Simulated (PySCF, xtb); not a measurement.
B(vinyl)(OH)(NH2) (C2H6BNO), SMILES C=CB(N)O.

xtb with GFN2-xTB at its own geometry gives an orbital gap of 4.71 eV and a dipole moment of 2.77 D.

Coordinates come from a r2SCAN-D4/def2-SVP optimisation. The structure was generated by enumeration, and PubChem lists no compound with its InChIKey, so it may never have been made. One conformer was computed; it need not be the lowest.

Question: What does M06-2X/def2-TZVP (PySCF) give? (Estimate from the structure and the level; the computed values follow.)

Answer: gap 9.21 eV (levels -8.63 and 0.58 eV), dipole 2.44 D.
